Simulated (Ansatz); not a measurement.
`CCB(F)Br` + H–F → `CCB(F)F` + HBr  (ligand exchange at a B–Br bond)

Program: Ansatz. Geometries: PBE0-D4/def2-TZVP. ΔE: electronic, gas phase. CCSD(T)/CBS adds triple-zeta CCSD(T) − MP2 to the extrapolated MP2 energy (def2 sets, frozen cores). This one scheme is used for every species. DFT in def2-TZVPP. For Br outer-core shells are correlated without core-valence functions, which leaves a few kJ/mol of doubt a bond. Scalar relativity is left out up to krypton. One conformer a species, not always the lowest.

Question: Is it downhill or uphill in electronic energy at CCSD(T)/CBS, and by how much? (Best estimate.)

Answer: Ansatz gave: Downhill: ΔE = -16.3 kcal/mol.

Question: What do these levels give: PBE-D4, PBE-QIDH, r2SCANh, HF/def2-SVP, CCSD(T)/def2-SVP, HF/CBS(def2)? (Best estimate.)

Answer: Ansatz gave: PBE-D4 -16.3, PBE-QIDH -17.1, r2SCANh -18.5, HF/def2-SVP -25.3, CCSD(T)/def2-SVP -23.1, HF/CBS(def2) -23.0 kcal/mol.

Question: What do rigid-rotor, harmonic-oscillator terms from PBE0-D4/def2-TZVP frequencies (298.15 K, 1 bar) make of the CCSD(T)/CBS value? (Estimate.)

Answer: Computed: ΔZPE = -0.7 kcal/mol, ΔH = -17.4 kcal/mol, ΔS = 2 J/(mol·K), ΔG = -17.5 kcal/mol. Modes under 50 cm⁻¹ make the entropy rough.

Largest T1 diagnostic among the species: 0.011.

At CCSD(T), def2-SVP lies −6.8 kcal/mol from the extrapolated value and def2-TZVPP −1.5 kcal/mol. In def2-TZVPP, CCSD(T) changes the Hartree–Fock value by +5.0 kcal/mol (the triples alone add +0.9 kcal/mol) and MP2 by +7.0 kcal/mol. Leaving LDA and LC-ωPBE aside and taking each functional with its dispersion term where it has one, the values, not all of them listed here, spread over 5.1 kcal/mol, from CAM-B3LYP-D4 to revPBE-D4. LDA lies −0.8 kcal/mol from PBE without D4.
